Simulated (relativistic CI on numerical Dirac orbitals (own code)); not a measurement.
# Slater and spin-orbit integrals, Sm LIII

These numbers are calculated, not measured: Dirac-Coulomb-Breit CI, separate exchange-only KLI orbitals for each configuration, model QED (radiative potential, 1s self-energy scaled to tabulated hydrogen-like ionisation energies), unscaled Slater integrals (own radial code, finite nucleus).

Slater integrals F^k, G^k are unscaled and averaged over j, outside the closed core 1s2; ζ comes from projecting the Hamiltonian with its Breit term on Σ l·s of the shell.

- 2s2 2p5 3s: ζ(2p) = 3.3284e+06, G^1(2p,3s) = 120270 cm⁻¹; <r>(2p) = 0.08276, <r^2>(2p) = 0.008337, <r>(3s) = 0.225, <r^2>(3s) = 0.05774 (bohr units).
- 2s2 2p5 3p: ζ(2p) = 3.3273e+06, F^2(2p,3p) = 316170, G^0(2p,3p) = 125610, G^2(2p,3p) = 138220, ζ(3p) = 901820 cm⁻¹; <r>(2p) = 0.0828, <r^2>(2p) = 0.008346, <r>(3p) = 0.2176, <r^2>(3p) = 0.05478 (bohr units).
- 2s2 2p5 3d: ζ(2p) = 3.33e+06, F^2(2p,3d) = 416930, G^1(2p,3d) = 396240, G^3(2p,3d) = 229310, ζ(3d) = 128100 cm⁻¹; <r>(2p) = 0.08281, <r^2>(2p) = 0.008348, <r>(3d) = 0.1904, <r^2>(3d) = 0.04166 (bohr units).

Averages of the first 10 configurations, taken without configuration mixing, which lowers the lowest level and can move excited configurations by several eV; other configurations of the list can lie among them:

| Configuration | Parity | States | Average energy above the lowest level (eV) |
| --- | --- | --- | --- |
| 2s2 2p6 | even | 1 | 0.2 |
| 2s2 2p5 3s | odd | 12 | 5906.8 |
| 2s2 2p5 3p | even | 36 | 6133.2 |
| 2s2 2p5 3d | odd | 60 | 6347.9 |
| 2s 2p6 3s | even | 4 | 6698.2 |
| 2s 2p6 3p | odd | 12 | 6920.3 |
| 2s 2p6 3d | even | 20 | 7134.8 |
| 2s2 2p5 4s | odd | 12 | 8082.7 |
| 2s2 2p5 4p | even | 36 | 8175.9 |
| 2s2 2p5 4d | odd | 60 | 8260.5 |
